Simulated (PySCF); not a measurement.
PySCF input for Si(H)2(Cl)(OMe) (CH5ClOSi), SMILES CO[SiH2]Cl, PBE-D3(BJ)/def2-SVP. The structure is a stationary point at PBE-D3(BJ)/def2-SVP. The values are those of a single conformer.

```python
import numpy as np
from pyscf import gto, scf, dft, df
from pyscf.hessian import thermo

mol = gto.M(
    atom='''
    Si    0.61180617    0.09568836   -0.64969860
    Cl    0.95532006    0.07623289    1.40803847
    O    -0.89325742   -0.52568977   -0.99885689
    C    -2.10624272    0.04474338   -0.53363394
    H     1.59347236   -0.80310036   -1.32386832
    H     0.72813453    1.52745279   -1.08959006
    H    -2.23203928    1.09655224   -0.87971663
    H    -2.94908819   -0.55436689   -0.93260692
    H    -2.16269107    0.03492408    0.57756719
    ''',
    basis='def2-SVP',
    charge=0,
    spin=0,
    max_memory=1600,
    verbose=3,
)
mf = dft.RKS(mol, xc='pbe').density_fit(auxbasis='def2-universal-jkfit')
mf.disp = 'd3bj'
mf.grids.level = 3
mf.conv_tol = 1e-11
mf.max_cycle = 100
mf.kernel()

# [left out here: the lines that compute and print the analytic Hessian (its translational invariance restored by hand, since the grid's response is missing), thermochemistry and intensities]
```

Program output:

```
converged SCF energy = -865.302231206086

WARN: DFTD3 does not support analytical Hessian, using finite difference


WARN: Mole.unit (angstrom) is changed to Bohr

Mode                                 0                   1                   2
Irrep
Freq [cm^-1]                       82.3963            104.9686            184.4419
Reduced mass [au]                   2.9508              1.1043              3.0206
Force const [Dyne/A]                0.0118              0.0072              0.0605
Char temp [K]                     118.5499            151.0265            265.3708
Normal mode                   x     y     z       x     y     z       x     y     z
       0  Si                 0.05 -0.02 -0.03    0.01 -0.02 -0.01    0.02 -0.04  0.02
       1  Cl                -0.08  0.00 -0.01   -0.02  0.02 -0.01    0.04  0.02  0.02
       2   O                 0.02  0.05 -0.05    0.00  0.00 -0.02   -0.03  0.13 -0.05
       3   C                 0.06 -0.02  0.14    0.02 -0.01  0.05   -0.11 -0.07 -0.03
       4   H                 0.02 -0.09  0.02    0.00 -0.05  0.01   -0.09 -0.20  0.07
       5   H                 0.17 -0.03 -0.05    0.03 -0.03 -0.03    0.26 -0.07 -0.03
       6   H                -0.10 -0.06  0.08    0.24  0.18  0.53   -0.27 -0.08  0.02
       7   H                 0.04 -0.13  0.35   -0.01  0.32 -0.36   -0.01 -0.19 -0.07
       8   H                 0.27  0.06  0.15   -0.15 -0.52  0.04   -0.13 -0.14 -0.03
Mode                                 3                   4                   5
Irrep
Freq [cm^-1]                      291.2444            524.4287            616.6791
Reduced mass [au]                   6.2843             13.0969              1.3010
Force const [Dyne/A]                0.3141              2.1222              0.2915
Char temp [K]                     419.0358            754.5361            887.2639
Normal mode                   x     y     z       x     y     z       x     y     z
       0  Si                 0.06  0.03 -0.03    0.01  0.01 -0.13    0.04 -0.07 -0.01
       1  Cl                -0.04 -0.02 -0.04    0.01 -0.00  0.11   -0.01  0.02 -0.00
       2   O                 0.03  0.03  0.18   -0.02 -0.02  0.00   -0.01  0.04  0.01
       3   C                -0.05 -0.02 -0.01   -0.02  0.00  0.00   -0.03  0.01  0.00
       4   H                -0.00 -0.04 -0.04   -0.01  0.01 -0.15    0.10  0.37 -0.50
       5   H                 0.14 -0.00 -0.11   -0.01  0.01 -0.14   -0.30  0.12  0.50
       6   H                -0.05 -0.03 -0.04   -0.00  0.01  0.00   -0.05  0.00 -0.00
       7   H                 0.04 -0.06 -0.14   -0.03  0.02 -0.00    0.00 -0.02 -0.01
       8   H                -0.22 -0.01 -0.02   -0.01  0.00  0.00   -0.05  0.01  0.00
Mode                                 6                   7                   8
Irrep
Freq [cm^-1]                      713.2151            755.4453            879.3774
Reduced mass [au]                   1.0949              3.7685              1.2435
Force const [Dyne/A]                0.3282              1.2671              0.5666
Char temp [K]                    1026.1577           1086.9176           1265.2283
Normal mode                   x     y     z       x     y     z       x     y     z
       0  Si                -0.03  0.02  0.00   -0.09 -0.04 -0.02    0.05  0.02  0.05
       1  Cl                -0.00  0.01  0.00    0.00 -0.00  0.01   -0.01 -0.00  0.00
       2   O                 0.02 -0.03  0.01    0.08  0.11  0.06   -0.02 -0.01 -0.03
       3   C                 0.05 -0.02 -0.01    0.11 -0.03 -0.03   -0.01 -0.00 -0.00
       4   H                -0.54 -0.22 -0.42   -0.14 -0.08 -0.05   -0.38 -0.08 -0.46
       5   H                 0.50  0.08  0.35   -0.32 -0.06 -0.16   -0.36 -0.12 -0.53
       6   H                 0.08 -0.02 -0.02    0.03 -0.04 -0.03   -0.02  0.01  0.02
       7   H                 0.03  0.01 -0.01    0.19 -0.11 -0.07   -0.05  0.03  0.04
       8   H                 0.04 -0.00 -0.01    0.06 -0.04 -0.03   -0.01  0.01  0.00
Mode                                 9                  10                  11
Irrep
Freq [cm^-1]                      913.2283           1116.9059           1134.2420
Reduced mass [au]                   1.0870              3.0777              1.2913
Force const [Dyne/A]                0.5341              2.2621              0.9788
Char temp [K]                    1313.9322           1606.9789           1631.9217
Normal mode                   x     y     z       x     y     z       x     y     z
       0  Si                -0.04 -0.02  0.02   -0.02 -0.01 -0.00    0.00 -0.00  0.00
       1  Cl                 0.00  0.00  0.00   -0.00 -0.00 -0.00   -0.00  0.00 -0.00
       2   O                 0.01  0.01  0.00    0.14 -0.06 -0.04   -0.01 -0.03  0.05
       3   C                 0.01  0.00  0.00   -0.09  0.12  0.07   -0.00  0.06 -0.11
       4   H                 0.26  0.55 -0.31   -0.08 -0.05 -0.03    0.00  0.02 -0.01
       5   H                 0.51 -0.18 -0.40   -0.04 -0.01 -0.03    0.01 -0.00  0.01
       6   H                 0.02 -0.01 -0.01   -0.32  0.05  0.00   -0.38  0.17  0.36
       7   H                 0.03 -0.01 -0.02    0.23 -0.19 -0.12   -0.04 -0.14  0.27
       8   H                 0.00 -0.01 -0.00   -0.21 -0.07  0.05    0.48 -0.35 -0.09
Mode                                12                  13                  14
Irrep
Freq [cm^-1]                     1168.7987           1419.2898           1422.1083
Reduced mass [au]                   1.8672              1.0750              1.0856
Force const [Dyne/A]                1.5029              1.2758              1.2936
Char temp [K]                    1681.6410           2042.0421           2046.0971
Normal mode                   x     y     z       x     y     z       x     y     z
       0  Si                 0.02  0.01  0.00    0.01  0.00  0.00    0.01  0.00  0.00
       1  Cl                 0.00  0.00  0.00   -0.00 -0.00 -0.00   -0.00 -0.00 -0.00
       2   O                -0.12 -0.02 -0.00   -0.02  0.00  0.01   -0.03  0.00 -0.00
       3   C                 0.13  0.04  0.02   -0.04  0.01  0.05   -0.07  0.01 -0.01
       4   H                 0.03  0.02  0.02   -0.01 -0.00 -0.01   -0.01 -0.01 -0.00
       5   H                 0.03  0.01  0.02   -0.02  0.00 -0.01   -0.00  0.01 -0.01
       6   H                -0.33 -0.03 -0.07   -0.04 -0.15 -0.44    0.55  0.15  0.23
       7   H                 0.43 -0.26 -0.18    0.11  0.15 -0.49    0.40 -0.54 -0.11
       8   H                -0.28 -0.14  0.00    0.62 -0.23  0.06    0.21  0.17  0.01
Mode                                15                  16                  17
Irrep
Freq [cm^-1]                     1424.3779           2168.9634           2229.7764
Reduced mass [au]                   1.0482              1.0389              1.0447
Force const [Dyne/A]                1.2530              2.8795              3.0604
Char temp [K]                    2049.3626           3120.6554           3208.1517
Normal mode                   x     y     z       x     y     z       x     y     z
       0  Si                -0.00 -0.00 -0.00    0.01  0.03 -0.01   -0.02  0.02  0.01
       1  Cl                 0.00 -0.00  0.00   -0.00  0.00 -0.00    0.00  0.00  0.00
       2   O                 0.00 -0.01  0.00    0.00  0.00 -0.00   -0.00  0.00  0.00
       3   C                 0.01 -0.06 -0.00   -0.00  0.00  0.00    0.00 -0.00 -0.00
       4   H                 0.00  0.01 -0.00   -0.07  0.07  0.04    0.64 -0.59 -0.43
       5   H                 0.01 -0.01  0.00   -0.08 -0.93  0.28   -0.01 -0.08  0.03
       6   H                -0.38  0.07  0.42    0.01  0.00 -0.00    0.00 -0.00  0.00
       7   H                 0.06  0.17 -0.41    0.00 -0.01 -0.00   -0.00  0.00  0.00
       8   H                 0.17  0.63  0.01    0.00 -0.00  0.00    0.00  0.00 -0.00
Mode                                18                  19                  20
Irrep
Freq [cm^-1]                     2927.0095           3004.4634           3054.5642
Reduced mass [au]                   1.0354              1.1048              1.1032
Force const [Dyne/A]                5.2265              5.8759              6.0647
Char temp [K]                    4211.3150           4322.7539           4394.8378
Normal mode                   x     y     z       x     y     z       x     y     z
       0  Si                -0.00 -0.00 -0.00   -0.00 -0.00 -0.00   -0.00  0.00  0.00
       1  Cl                 0.00  0.00  0.00    0.00  0.00  0.00    0.00 -0.00 -0.00
       2   O                 0.00 -0.00 -0.00    0.00 -0.00  0.00    0.00 -0.00 -0.00
       3   C                 0.03 -0.04 -0.02    0.00  0.05 -0.07    0.05  0.05  0.05
       4   H                 0.00  0.00 -0.00    0.00 -0.00  0.00    0.00 -0.00 -0.00
       5   H                 0.00  0.01  0.00   -0.00 -0.00 -0.00    0.00  0.00 -0.00
       6   H                -0.07  0.68 -0.24    0.05 -0.57  0.19    0.02 -0.17  0.07
       7   H                -0.27 -0.20 -0.13   -0.09 -0.05 -0.06   -0.66 -0.49 -0.32
       8   H                -0.02 -0.02  0.56   -0.02 -0.00  0.72    0.02  0.02 -0.30
temperature 298.1500 [K]
pressure 101325.00 [Pa]
Rotational constants [GHz] 8.29303 2.61702 2.13001
Symmetry number 1
Zero-point energy (ZPE) 0.05954 [Eh]   156327.544 [J/mol]
                           tot       elec      trans        rot        vib
Entropy [J/mol/K]       330.345      0.000    165.747    110.225     54.373
Cv [J/mol/K]             80.350      0.000     12.472     12.472     55.406
Cp [J/mol/K]             88.664      0.000     20.786     12.472     55.406
Internal energy [J/mol]                      3718.434   3718.434 164894.155
Internal energy [Eh]   -865.23659  -865.30223
Enthalpy [J/mol]                             6197.391   3718.434 164894.155
Enthalpy [Eh]          -865.23565
Gibbs free energy [J/mol]                  -43219.996 -29145.182 148682.789
Gibbs free energy [Eh] -865.27316
static polarisability / bohr^3: [[50.473 -0.714  1.753]
 [-0.715 39.65  -0.451]
 [ 1.75  -0.45  49.362]]
largest difference of analytic and finite-field dipole derivatives / e: 0.0011437618949488026
mode   freq/cm-1   IR/(km/mol)   Raman/(A^4/amu)   depolarisation
   1       82.40         3.076             1.389            0.744
   2      104.97         0.360             0.298            0.723
   3      184.44         6.460             1.009            0.503
   4      291.24         7.427             2.049            0.748
   5      524.43        68.015             8.830            0.195
   6      616.68        45.120             7.151            0.750
   7      713.22        10.337            16.638            0.749
   8      755.45        23.171            13.090            0.395
   9      879.38       284.585            13.400            0.492
  10      913.23       117.288            13.143            0.724
  11     1116.91       157.068             3.077            0.750
  12     1134.24         1.055             2.426            0.749
  13     1168.80        88.721             1.392            0.260
  14     1419.29         4.461            15.033            0.750
  15     1422.11         1.396            10.252            0.725
  16     1424.38        10.720            17.345            0.747
  17     2168.96       105.640           136.462            0.157
  18     2229.78        94.979           137.328            0.265
  19     2927.01        59.016           132.034            0.015
  20     3004.46        29.608            58.467            0.713
  21     3054.56        20.950           110.856            0.556
max |gradient| / (hartree/bohr): 4.2565443609961465e-05
APT charges: [ 1.5721 -0.5179 -0.9511  0.5209 -0.2483 -0.2793 -0.0465 -0.0229 -0.0269]
```

The run converged.

Cost: roughly 4 core-minutes.
